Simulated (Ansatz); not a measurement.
Mulliken charges of `[OH][GeH]([Cl])[Cl]` from r2SCAN/def2-TZVPP in Ansatz (PBE0-D4/def2-TZVP geometry).

```csv
atom,x (Å),y (Å),z (Å),charge (e)
O1,-0.161,1.291,-0.614,-0.412
Ge2,-0.065,-0.149,0.379,0.744
Cl3,1.948,-0.863,0.422,-0.288
Cl4,-1.252,-1.701,-0.487,-0.288
H5,0.126,1.152,-1.521,0.204
H6,-0.554,0.205,1.776,0.040
```

Question: By hand: the dipole of these point charges (1 e Å = 4.8032 D).

Answer: Σ q r = (-0.179, 0.339, 0.314) e Å, of length 0.496 e Å = 2.38 D.

Question: How does the dipole of the full density compare? (Best estimate.)

Answer: The calculation gave: (-0.032, 0.131, -0.016) e Å, 0.65 D; the point charges give 3.66 times that, at 48° from its direction.

Point charges leave out the atoms' own dipoles, such as those of lone pairs, and Mulliken's split depends on the basis, so the two needn't agree.
